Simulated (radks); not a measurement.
Results of a calculation; reference values are marked as such.
Spin polarisation of the 5d9 shell in Pt. Start: [Xe] 4f14 5d(up 4.5, down 4.5) 6s(up 0.5, down 0.5); electrons of 5d are moved from spin down to spin up, other shells keep equal spins. Code: a radial shooting solver on a logarithmic mesh with Libxc functionals. Model: scalar-relativistic Kohn-Sham, PBE, spin-polarised, spherical densities, point nucleus.

[
 {"moment (Bohr magnetons)": "0", "E - E(0) (eV)": "0.000", "e(5d up) (eV)": "-6.141", "e(5d down) (eV)": "-6.141", "6s down minus up (eV)": "0.000", "5p down minus up (eV)": "0.000"},
 {"moment (Bohr magnetons)": "0.25", "E - E(0) (eV)": "-0.009", "e(5d up) (eV)": "-6.214", "e(5d down) (eV)": "-6.067", "6s down minus up (eV)": "0.075", "5p down minus up (eV)": "0.138"},
 {"moment (Bohr magnetons)": "0.5", "E - E(0) (eV)": "-0.037", "e(5d up) (eV)": "-6.284", "e(5d down) (eV)": "-5.992", "6s down minus up (eV)": "0.150", "5p down minus up (eV)": "0.275"},
 {"moment (Bohr magnetons)": "0.75", "E - E(0) (eV)": "-0.082", "e(5d up) (eV)": "-6.354", "e(5d down) (eV)": "-5.915", "6s down minus up (eV)": "0.226", "5p down minus up (eV)": "0.413"},
 {"moment (Bohr magnetons)": "1", "E - E(0) (eV)": "-0.146", "e(5d up) (eV)": "-6.421", "e(5d down) (eV)": "-5.836", "6s down minus up (eV)": "0.301", "5p down minus up (eV)": "0.551"}
]

At moment 1 the spin-polarisation energy is -0.146 eV and the 5d exchange splitting 0.586 eV, that is 0.586 eV per Bohr magneton; E = -I m^2/4 would give I = 0.585 eV.
